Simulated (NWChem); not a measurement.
System: C$_{4}$H$_{4}$BrF; SMILES C#C[C@@H](F)CBr

Here is an NWChem input.

```
start job
memory heap 200 mb stack 900 mb global 1100 mb
geometry units angstroms noautosym nocenter noautoz
  C     -0.773091    -3.570068    -0.028455
  C     -0.290447    -2.473257     0.137440
  C      0.265186    -1.133215     0.340054
  F      1.569197    -1.089244    -0.078349
  C     -0.554184    -0.110723    -0.426992
  Br     0.053690     1.694960    -0.092106
  H     -1.193284    -4.548870    -0.174263
  H      0.246648    -0.890577     1.417922
  H     -0.466160    -0.291503    -1.506101
  H     -1.608946    -0.163597    -0.130231
end
basis spherical
  C library pcsseg-1
  F library pcsseg-1
  Br library pcsseg-1
  H library pcsseg-1
end
dft
  xc slater vwn_5
  iterations 150
end
property
  shielding
end
task dft property
```

Structure relaxed at the PBE0/def2-SVP level.

GIAO values for the isolated, static molecule; σ is the absolute isotropic shielding, δ = σ(reference) − σ with the isolated reference molecule computed at the same levels (13C: tetramethylsilane, 1H: tetramethylsilane). Spin-orbit effects, on the heavy nuclei and on their neighbours, are missing.

Atoms are numbered as in the input.

Problem. What results follow from this input? (LDA (Slater exchange, VWN5)/pcSseg-1, GIAO.) Quantities: δ C1 (ppm); δ C3 (ppm); δ C5 (ppm); σ Br6 (ppm); δ H7 (ppm); δ H9 (ppm); δ H10 (ppm).

Solution. 
```yaml
"δ C1 (ppm)": 89.4
"δ C3 (ppm)": 88.7
"δ C5 (ppm)": 48.7
"σ Br6 (ppm)": 2226.5
"δ H7 (ppm)": 2.46
"δ H9 (ppm)": 3.63
"δ H10 (ppm)": 3.40
```
